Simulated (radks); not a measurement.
All-electron atom: As+ in [Ar] 3d9.5 4s2 4p2.5 (fractional occupations, a model configuration).

All-electron calculation, Dirac Kohn-Sham, LDA (Slater exchange, Perdew-Wang correlation), spin-unpolarised, spherical densities, finite nucleus; open shells fill j = l - 1/2 first; Fermi nuclear charge, rms radius 4.0968 fm. Program: a radial shooting solver on a logarithmic mesh with Libxc functionals.

Energy parts (eV):
part                       energy
total                  -61411.055
kinetic                 62776.152
electron-nucleus      -147865.238
Hartree                 25855.850
exchange-correlation    -2177.819

Orbitals (lengths in bohr, moments of r in powers of bohr; r(max) is where P^2 peaks):
| orbital | occ. | eigenvalue (eV) | <r^4> | r(max) | <1/r> | <r> |
|---|---|---|---|---|---|---|
| 1s1/2 | 2 | -11711.21 | 0.00002009 | 0.02978 | 33.42 | 0.04556 |
| 2s1/2 | 2 | -1500.585 | 0.004092 | 0.1704 | 7.403 | 0.2028 |
| 2p1/2 | 2 | -1343.822 | 0.002846 | 0.1342 | 7.375 | 0.1748 |
| 2p3/2 | 4 | -1307.342 | 0.003051 | 0.1373 | 7.160 | 0.1785 |
| 3s1/2 | 2 | -204.9754 | 0.2708 | 0.5215 | 2.402 | 0.5971 |
| 3p1/2 | 2 | -152.2385 | 0.3227 | 0.5142 | 2.283 | 0.6073 |
| 3p3/2 | 4 | -147.1457 | 0.3454 | 0.5227 | 2.231 | 0.6178 |
| 3d3/2 | 4 | -56.4972 | 0.6888 | 0.4704 | 1.944 | 0.6617 |
| 3d5/2 | 5.5 | -55.7437 | 0.7077 | 0.4731 | 1.931 | 0.6661 |
| 4s1/2 | 2 | -24.8992 | 23.13 | 1.557 | 0.7262 | 1.825 |
| 4p1/2 | 2 | -14.6491 | 53.21 | 1.814 | 0.5950 | 2.202 |
| 4p3/2 | 0.5 | -14.2696 | 56.78 | 1.846 | 0.5838 | 2.239 |

The highest occupied level is 4p3/2 at -14.270 eV. The density falls to 0.001 e/bohr^3 at r = 3.94 bohr. Summed over all electrons, <r^2> = 30.83 bohr^2, which gives a Langevin (diamagnetic) susceptibility term of -24.4 x 10^-6 cm^3/mol.
